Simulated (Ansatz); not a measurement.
The same path of F3GeH3Si + H2 (10 atoms, charge 0, multiplicity 1) was run twice with different band settings. Lost on the way: Ge1–Si2, H6–H7. Made: Ge1–H7, Si2–H6.

Level of theory: Ansatz 0.2.0, RKS PBE-D4/def2-SVP.

Relaxed end points:

```xyz
10
Properties=species:S:1:pos:R:3
Ge -1.098 -0.746 0.207
Si -0.001 1.376 0.091
F -0.067 -2.101 -0.203
F -1.723 -1.130 1.791
F -2.463 -0.888 -0.870
H 2.685 -0.675 -0.654
H 2.081 -1.147 -0.576
H 1.107 1.364 1.099
H 0.513 1.536 -1.306
H -1.033 2.412 0.421
```

```xyz
10
Properties=species:S:1:pos:R:3
Ge -0.521 -1.903 -0.112
Si 0.600 1.899 0.086
F -1.517 -3.240 -0.582
F -0.674 -1.760 1.607
F -1.270 -0.491 -0.801
H 1.037 0.591 0.694
H 0.930 -2.080 -0.569
H 1.536 2.972 0.565
H 0.678 1.800 -1.410
H -0.800 2.211 0.523
```

Common settings: movable images 7; climbing image yes; spring 5.0 eV/Å²; optimiser quadratic models (default); start path through a guess of the saddle point; iteration limit 60; end points relaxed.

| run | force threshold |
| --- | --- |
| 1 | 0.05 eV/Å |
| 2 | 0.2 eV/Å |

Q: What does each run give, and how far can it be trusted?

A: Run 1: converged after 37 iterations, highest image 3.061 eV above the first end. Neighbouring images differ by up to 2.5 eV, so the band resolves the path poorly. A vibrational analysis at the climbing image gives one clearly imaginary mode, 1567i cm⁻¹: a first-order saddle point.
Run 2: converged after 23 iterations, highest image 3.064 eV above the first end. The threshold of 0.2 eV/Å is loose, so the images may lie well off the minimum-energy path. Neighbouring images differ by up to 2.6 eV, so the band resolves the path poorly. The order of the stationary point at the top wasn't checked.
The orbitals stay closed-shell, which can raise the energy where a bond breaks towards radicals; this wasn't checked here.
